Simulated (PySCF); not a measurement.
# Removing an electron from `N[SiH2]C(F)F`

Species: CH5F2NSi.
Geometry (PBE0-D3(BJ)/def2-SVP, Å), atoms numbered from 1 in this order:
```xyz
10
CH5F2NSi angstrom
N     -1.4618   -0.7421    0.3340
Si    -0.4145    0.5875   -0.0036
C      1.3555   -0.1427   -0.0785
F      1.3685   -1.1271   -1.0271
F      2.2535    0.8068   -0.4481
H     -2.3775   -0.5806    0.7368
H     -1.4821   -1.5285   -0.3067
H     -0.6080    1.3069   -1.3028
H     -0.5189    1.5656    1.1172
H      1.7078   -0.5942    0.8681
```

Level: B3LYP/def2-SVPD (PySCF). Frontier orbitals with their largest atomic shares (Löwdin; up to four atoms above 4 %):

| orbital | ε (eV) | main atoms |
| --- | --- | --- |
| HOMO−3 | -11.08 | F4 26 %, Si2 20 %, N1 14 %, H8 13 % |
| HOMO−2 | -9.82 | Si2 36 %, H9 26 %, H8 16 %, N1 11 % |
| HOMO−1 | -8.55 | C3 22 %, F4 17 %, F5 17 %, Si2 17 % |
| HOMO | -7.55 | ? |
| LUMO | -0.26 | Si2 28 %, N1 15 %, H6 14 %, H7 10 % |
| LUMO+1 | 0.46 | Si2 29 %, C3 21 %, H10 11 %, H9 9 % |
| LUMO+2 | 0.97 | Si2 38 %, H8 20 %, C3 8 %, F5 7 % |

Task: What vertical ionisation energy does ΔSCF give, and how far is −ε(HOMO) from it?

Result: ΔSCF: 9.94 eV (959 kJ/mol; threshold wavelength 125 nm); ⟨S²⟩ of the doublet left behind is 0.758, against 0.75 for a pure doublet. −ε(HOMO) is 7.55 eV, 2.39 eV below it. For the exact functional −ε(HOMO) would equal the first vertical ionisation energy; B3LYP (global hybrid, 20 % exact exchange) falls short of its own ΔSCF value by 24 %. Holes in the HOMO−1 and HOMO−2 were tried too where these lie within 1.2 eV of the HOMO; the lowest converged state counts.

Task: On which atoms does the HOMO lie?

Result: N1 (silicon-bound nitrogen) 55 %, Si2 (SiH2 silicon) 14 %, H8 (Si–H hydrogen) 9 %, C3 (CHF2 carbon) 6 %. The HOMO−1 lies 1.00 eV lower.

Task: What total energies stand behind the ΔSCF value?

Result: E(N) = -584.78960 Eh and E(N − 1) = -584.42422 Eh at the same geometry, 0.36538 Eh apart.

Task: What kinetic energy would electrons from this vertical process carry with He II light (40.814 eV)?

Result: 40.81 − 9.94 = 30.87 eV.

Geometry: PBE0-D3(BJ)/def2-SVP, one conformer, isolated molecule.
